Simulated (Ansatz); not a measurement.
**Which is lower?**

The two ends of one reaction step of Si₂H₇Br, closed shell (PBE0-D4/def2-TZVP).

A:

Si1  (-0.216, -1.173, 0.631)
Br2  (2.893, 1.493, -0.865)
H3  (-0.658, -2.401, -0.081)
H4  (-0.626, -1.266, 2.057)
Si5  (-1.119, 0.740, -0.370)
H6  (2.425, 0.313, -0.217)
H7  (1.276, -1.144, 0.593)
H8  (-0.664, 1.959, 0.346)
H9  (-0.706, 0.819, -1.795)
H10  (-2.603, 0.661, -0.299)
(Å)

B:

```
10
angstrom
Si -0.0203 -1.1197 -0.5893
Br 2.0404 -0.6960 -1.3374
H -0.6657 -2.0362 -1.5629
H 0.1120 -1.8152 0.7151
Si -1.1627 0.9103 -0.4041
H 2.1261 0.3028 1.8127
H 1.7887 0.4329 2.4662
H -0.4429 1.8003 0.5420
H -1.2336 1.5546 -1.7409
H -2.5421 0.6662 0.0984
```

Ansatz 0.2.0; basis: def2-TZVPP; cores frozen in the correlated methods. Filled d shells of the heavier atoms are correlated. The def2 sets are not built for correlating such inner shells, so the correlated values are less sure here. B3LYP uses VWN-RPA correlation.

Task: Which structure is lower at CCSD(T), and by how much? (To be estimated.)

Result: The calculation gives: B, by 14.63 kcal/mol (electronic energy, against the other). By their contacts, A is a complex of Si₂H₆ ([SiH3][SiH3]) + HBr and B is a complex of Si₂H₅Br ([SiH3][SiH2][Br]) + H₂.

All methods give the same order:

| method | E(B) − E(A) (kcal/mol) |
| --- | --- |
| SPW92 | -13.17 |
| PBE-D4 | -15.56 |
| BLYP-D4 | -15.24 |
| r2SCAN-D4 | -16.48 |
| B97M-V | -14.26 |
| PBE0-D4 | -15.76 |
| B3LYP-D4 | -15.32 |
| r2SCAN0-D4 | -16.49 |
| BHLYP-D4 | -15.74 |
| CAM-B3LYP-D4 | -14.27 |
| wB97X-V | -15.51 |
| wB97M-V | -16.00 |
| B2PLYP | -15.38 |
| PBE-QIDH | -16.35 |
| RPA on PBE | -13.81 |
| HF | -14.91 |
| MP2 | -17.12 |
| CCSD | -14.19 |
| CCSD(T) | -14.63 |

No T1 diagnostic of these runs exceeds 0.010.

Labels in which every atom is bracketed show which atoms are joined, not bond orders.

For scale, one of the runs: CCSD(T)/def2-TZVPP, 230 basis functions, launched by `ansatz run in.yaml --threads 4 --pin off --events-out ev --progress --plain --max-ram 9574MiB`. Time: 120 s of wall clock on 4 CPU threads of an Arm Neoverse V1; the host was shared. Peak host memory: 3.6 GiB.
